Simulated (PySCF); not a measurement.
**Two-component Hartree-Fock for O⁺ (oxygen, charge +1)**

Start: [He] 2s2 2p3; 2p1/2 filled at m_j = -1/2, +1/2; 2p3/2 filled at m_j = +3/2. Calculated with PySCF 2.14 in x2c-TZVPPall-2c (5s3p2d1f, 31 functions): generalised Hartree-Fock with the X2C-1e Hamiltonian and a Gaussian nucleus; one run each with spin-orbit coupling (SO) switched off, then screened by Boettger's factors.

```tsv
spinor shell	electrons	ε, spin-free (eV)	ε, screened SO (eV)	weight of nominal j (screened SO)	rms radius, screened SO (bohr)
1s1/2	2	-581.16	-581.15	1.000	0.230
2s1/2	2	-49.070	-49.070	1.000	1.20
2p1/2	2	-36.203	-36.212	0.503	1.20
2p3/2	1	-36.203	-36.186	1.000	1.21
```

```csv
quantity,spin-free,screened SO
E (hartree),-74.42662,-74.42662
M_J,3/2,3/2
⟨J²⟩,3.755,3.755
⟨L²⟩,0.000,0.000
⟨S²⟩,3.755,3.755
```

Each row is a mean over spinors that exchange with the open shell spreads, by up to 14.692 eV (2s1/2).

Rows whose weight is well below 1 are mixtures of j = l ± 1/2: exchange outweighs spin-orbit coupling there, and the label is only the starting occupation.

Without spin-orbit coupling the j labels of p, d and f shells carry no meaning; the spin-free column gives the mean over the occupied spinors of each nl shell.
